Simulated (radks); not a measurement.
Task: Coherent X-ray form factor from a spherical all-electron density. All-electron calculation, scalar-relativistic Kohn-Sham, BP86, spin-unpolarised, spherical densities, point nucleus. Program: a radial shooting solver on a logarithmic mesh with Libxc functionals.

sin(theta)/lambda (1/angstrom),f0 (electrons)
0.05,61.966
0.1,59.361
0.15,56.058
0.2,52.583
0.25,49.154
0.3,45.891
0.4,40.133
0.5,35.423
0.6,31.512
0.8,25.343
1,20.977
1.25,17.491
1.5,15.208
2,11.588

The species is in the configuration that NIST lists as its ground one. Which atom or ion scatters so?

Result: The gadolinium ion Gd+, [Xe] 4f7 5d1 6s1. Extrapolating in s^2 from the first two rows gives f0(0) = 62.8, near the electron count 63; among species with that count, the fall with angle is slower the higher Z, and the table is that of Z = 64; from so few rows the species is fixed only to a neighbour or two.
